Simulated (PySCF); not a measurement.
H3F2GaGe (SMILES [F][Ga]([F])[GeH3]), singlet, at a GFN2-xTB geometry (such geometries of metal compounds can be far from the true shape), atoms displaced at random by about 0.08 Å a coordinate; R2SCAN/STO-3G, gradient in PySCF.

PySCF was given this input:
```python
from pyscf import gto, scf, dft

mol = gto.M(
    atom='''
Ga    0.34576608   -0.54119296    0.61736664
F     2.06256559   -0.95595878    0.59152941
F    -0.28887415   -1.00835759    2.02274507
Ge   -0.67047981    1.04747589   -0.99954488
H    -1.61519454    2.00555353   -0.55106445
H     0.25921660    1.64968486   -2.08332082
H    -1.43537856   -0.07740717   -1.90354397
''',
    basis='sto-3g',
    verbose=4,
)

mf = dft.RKS(mol)
mf.xc = 'r2scan'
mf.conv_tol = 1e-4
mf.kernel()
g = mf.nuc_grad_method()
grad = g.kernel()
```

Predict the main parts of the log of this PySCF run.


```
PySCF version 2.14.0

[INPUT] verbose = 4
[INPUT] num. atoms = 7
[INPUT] num. electrons = 84
[INPUT] charge = 0
[INPUT] spin (= nelec alpha-beta = 2S) = 0
[INPUT] symmetry False subgroup None
[INPUT] Mole.unit = angstrom
[INPUT] Symbol           X                Y                Z      unit          X                Y                Z       unit  Magmom
[...]
nuclear repulsion = 539.385849320237
number of shells = 25
number of NR pGTOs = 147
number of NR cGTOs = 49
basis = sto-3g
ecp = {}

******** <class 'pyscf.dft.rks.RKS'> ********
method = RKS
initial guess = minao
damping factor = 0
level_shift factor = 0
DIIS = <class 'pyscf.scf.diis.CDIIS'>
diis_start_cycle = 1
diis_space = 8
diis_damp = 0
SCF conv_tol = 0.0001
SCF conv_tol_grad = None
SCF max_cycles = 50
direct_scf = True
direct_scf_tol = 1e-13
XC library pyscf.dft.libxc version 7.1.2
    S. Lehtola, C. Steigemann, M. J. T. Oliveira, and M. A. L. Marques,  SoftwareX 7, 1–5 (2018)
XC functionals = r2scan
    J. W. Furness, A. D. Kaplan, J. Ning, J. P. Perdew, and J. Sun,  J. Phys. Chem. Lett. 11, 8208–8215 (2020)
    J. W. Furness, A. D. Kaplan, J. Ning, J. P. Perdew, and J. Sun,  J. Phys. Chem. Lett. 11, 9248–9248 (2020)
    J. W. Furness, A. D. Kaplan, J. Ning, J. P. Perdew, and J. Sun,  J. Phys. Chem. Lett. 11, 8208–8215 (2020)
    J. W. Furness, A. D. Kaplan, J. Ning, J. P. Perdew, and J. Sun,  J. Phys. Chem. Lett. 11, 9248–9248 (2020)
radial grids:
    Treutler-Ahlrichs [JCP 102, 346 (1995); DOI:10.1063/1.469408] (M4) radial grids

becke partition: Becke, JCP 88, 2547 (1988); DOI:10.1063/1.454033
pruning grids: <function nwchem_prune>
grids dens level: 3
symmetrized grids: False
atomic radii adjust function: <function treutler_atomic_radii_adjust>
small_rho_cutoff = 0
Set gradient conv threshold to 0.01
Initial guess from minao.
tot grids = 99496
init E= -4149.60250604376
[...]
cycle= 1 E= -4153.80268006093  delta_E= -4.2  |g|= 0.611  |ddm|= 3.05
[...]
cycle= 2 E= -4119.81149394792  delta_E=   34  |g|= 10.8  |ddm|= 10.1
[...]
cycle= 3 E= -4150.14237963964  delta_E= -30.3  |g|= 3.83  |ddm|= 8.16
[...]
cycle= 4 E= -4152.08575834329  delta_E= -1.94  |g|= 2.41  |ddm|= 1.64
[...]
cycle= 5 E= -4153.82247326691  delta_E= -1.74  |g|= 0.764  |ddm|= 3.24

WARN: HOMO 0.0478137657840179 == LUMO 0.048476696887206

cycle= 6 E= -4152.33686763675  delta_E= 1.49  |g|= 2.11  |ddm|=  3.3
[...]
cycle= 7 E= -4154.00413201523  delta_E= -1.67  |g|= 0.292  |ddm|= 3.21
[...]
cycle= 8 E= -4154.03477473587  delta_E= -0.0306  |g|= 0.0661  |ddm|= 0.678
[...]
cycle= 9 E= -4154.03431314163  delta_E= 0.000462  |g|= 0.0775  |ddm|= 0.26
[...]
cycle= 10 E= -4154.03656698127  delta_E= -0.00225  |g|= 0.0215  |ddm|= 0.143
[...]
cycle= 11 E= -4154.03677403375  delta_E= -0.000207  |g|= 0.00455  |ddm|= 0.0452
[...]
cycle= 12 E= -4154.03678120728  delta_E= -7.17e-06  |g|= 0.00115  |ddm|= 0.00949
[...]
Extra cycle  E= -4154.03677853108  delta_E= 2.68e-06  |g|= 0.00291  |ddm|= 0.00704
converged SCF energy = -4154.03677853108

******** <class 'pyscf.grad.rks.Gradients'> for <class 'pyscf.dft.rks.RKS'> ********
unit = Eh/Bohr
grid_response = False
--------------- RKS gradients ---------------
         x                y                z
0 Ga     0.0004873652    -0.0224256278    -0.0058572016
1 F     0.0453859309    -0.0090215211    -0.0040836839
2 F    -0.0246923523    -0.0061604536     0.0346627726
3 Ge    -0.0171539147     0.0598688545     0.0290987896
4 H    -0.0118147280     0.0125304284     0.0055500834
5 H     0.0259622096     0.0150538237    -0.0353722198
6 H    -0.0222339127    -0.0454217485    -0.0320465376
----------------------------------------------
```
